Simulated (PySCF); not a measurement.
AlF₂HSe. Atoms are numbered in the order given.

```xyz
5

Al    -0.0020    -0.9816     0.0000
F     -1.4128    -1.8442     0.0000
F      1.4357    -1.8015     0.0000
Se    -0.0472     1.3013     0.0000
H      1.4255     1.3275     0.0000
```
Charge 0, spin multiplicity 1.

Geometry optimised at r2SCAN-D4/def2-SVP. Other conformers were not sampled.

Calculation: PBE0/pcSseg-1 (PySCF).

GIAO shieldings, no solvent; atoms listed in one row are averaged. δ = σ(ref) − σ: ¹⁹F against CFCl3 (σ = 167.2 ppm); ⁷⁷Se against Me2Se (σ = 1740.1 ppm); ¹H against TMS (σ = 31.56 ppm), references at their B3LYP-D3(BJ)/def2-TZVP geometries, non-relativistic.

Computed chemical shifts:
```tsv
nucleus	atoms	count	δ (ppm)
¹⁹F	F3	1	-161.1
¹⁹F	F2	1	-162.8
⁷⁷Se	Se4	1	-621.4
¹H	H5	1	0.65
```
